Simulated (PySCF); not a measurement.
Ligands exchanged one at a time, B Br-NH2. Isolated molecules, 0 K electronic values unless said otherwise. Strings in code marks are SMILES.

All values below come from B3LYP-D3(BJ)/def2-TZVP in PySCF. B3LYP has the VWN-RPA correlation part, as in Gaussian. Excitations are Tamm–Dancoff values on a coarser integration grid. The basis has no diffuse functions, so Rydberg states are missing or too high.

```tsv
species	T1 excitation (TDA) (eV)	HOMO–LUMO gap (eV)
0 of 3 Br replaced by NH2 (`B(Br)(Br)Br`)	4.43	5.77
1 of 3 Br replaced by NH2 (`NB(Br)Br`)	5.85	7.45
2 of 3 Br replaced by NH2 (`NB(N)Br`)	6.08	7.49
3 of 3 Br replaced by NH2 (`NB(N)N`)	5.50	6.81
```
